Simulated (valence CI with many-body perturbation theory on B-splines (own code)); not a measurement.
Values are calculated unless marked as measured or tabulated.
## Rh²²⁺: input, log and results

The program does CI of the valence electrons with many-body perturbation theory for a frozen closed Dirac-Fock core.

Command, and the settings that its task file holds:

```sh
python run_cv.py task.json out
```

```
atom Rh  Z=45  mass_number=103  rms_radius_fm=4.4945
core [Ar]
valence 3d5
avg = 1
basis = S
breit = 1
cap = 10000
capref = 1200
cscale = 1
de = 0.0
dress = 0
eps = 2e-08
h = 0.27
hh = 1
l2 = 3
lcore = 6
maxit = 60
n2 = 5
natural = 1
nlev = 20
nno = [3, 3, 3, 3, 1]
nroot = 26
ns = 4
nsp = [3, 3, 2, 2, 0]
pt2 = 1
qed = 1
rpa = 1
s1 = 0
s2 = 1
s3 = 1
screen = 1
tol = 2e-05
```

Log. The first blocks belong to the next ion, which gives the ionisation energy. Fields: 2J, parity (1 odd), roots, reference size, generating configurations, candidates as configurations/state functions, variational space P, stored matrix elements, Davidson steps; e2 is the range of second-order energies in hartree. The first line gives the box (bohr), its intervals, the orbitals and the steps of their self-consistent field. Window is the range of levels sought, series limit the energy at which the first omitted orbital would enter, core excitation an estimate of the first excitation out of the core, left out the lowest levels not solved, and shifts from estimates the range by which levels moved from their first estimate, all in cm⁻¹.

```
rmax 5.0 intervals 59 orbitals 40 references ['3d5', '3d4 4s', '3d4 4p'] scf 5 t 1.3
2J=0 par=0 roots 2 ref 17 generators 4 cand 1145/2051 P 520/999 nnz 0 it 0
2J=0 par=0 roots 2 ref 17 generators 6 cand 1396/2877 P 1059/1997 nnz 0 it 5
   second order: generators 9 cand 2966/7078 e2 -0.00003 -0.00002
2J=2 par=0 roots 2 ref 36 generators 3 cand 1187/5370 P 181/992 nnz 0 it 0
2J=2 par=0 roots 2 ref 36 generators 4 cand 1799/9369 P 1036/4999 nnz 5.3e+06 it 5
   second order: generators 8 cand 1690/10970 e2 -0.00003 -0.00001
2J=4 par=0 roots 2 ref 51 generators 4 cand 1218/7716 P 133/997 nnz 0 it 0
2J=4 par=0 roots 2 ref 51 generators 4 cand 1101/6770 P 764/4999 nnz 5.8e+06 it 7
   second order: generators 7 cand 1994/17721 e2 -0.00023 -0.00011
reference levels 556, estimated 32, window 212163 1/cm; series limit 5850300, core excitation 1206088
2J=5 par=0 roots 7 ref 81 generators 5 cand 1426/16564 P 248/3540 nnz 3e+06 it 5
2J=5 par=0 roots 7 ref 81 generators 7 cand 3282/68556 P 725/9993 nnz 2.2e+07 it 9
   second order: generators 15 cand 6552/178922 e2 -0.00146 -0.00048
2J=7 par=0 roots 6 ref 72 generators 3 cand 1420/16831 P 190/3562 nnz 3.4e+06 it 5
2J=7 par=0 roots 6 ref 72 generators 5 cand 3666/79145 P 637/9997 nnz 2.4e+07 it 7
   second order: generators 13 cand 6621/228645 e2 -0.00139 -0.00094
2J=3 par=0 roots 5 ref 67 generators 3 cand 1432/12862 P 250/3586 nnz 3.4e+06 it 5
2J=3 par=0 roots 5 ref 67 generators 4 cand 2149/34580 P 931/9977 nnz 2.1e+07 it 11
   second order: generators 10 cand 5720/141494 e2 -0.00047 -0.00038
2J=11 par=0 roots 3 ref 35 generators 3 cand 1204/10528 P 249/3535 nnz 3.3e+06 it 5
2J=11 par=0 roots 3 ref 35 generators 4 cand 1929/33388 P 989/9973 nnz 2.2e+07 it 8
   second order: generators 13 cand 6784/200833 e2 -0.00020 -0.00015
2J=9 par=0 roots 4 ref 56 generators 3 cand 1358/14474 P 206/3525 nnz 3.4e+06 it 5
2J=9 par=0 roots 4 ref 56 generators 6 cand 3219/67214 P 736/9990 nnz 2.3e+07 it 9
   second order: generators 13 cand 8073/287083 e2 -0.00088 -0.00067
2J=1 par=0 roots 3 ref 39 generators 3 cand 1233/6113 P 490/3533 nnz 3e+06 it 5
2J=1 par=0 roots 3 ref 39 generators 4 cand 2236/20256 P 1429/8812 nnz 1.4e+07 it 8
   second order: generators 11 cand 6175/89024 e2 -0.00012 -0.00008
2J=13 par=0 roots 1 ref 18 generators 1 cand 885/6189 P 357/3499 nnz 3.6e+06 it 4
2J=13 par=0 roots 1 ref 18 generators 2 cand 1889/25486 P 919/7793 nnz 1.4e+07 it 5
   second order: generators 5 cand 3863/68230 e2 -0.00006 -0.00006
left out: unestimated 312823, estimated 256752, shifts from estimates -193 to 180
```

**Question.** What became of the run, and why?

**Answer.** It gave no result: the setting left no core shell for the response of the core. The program said: "need at least one array to concatenate".
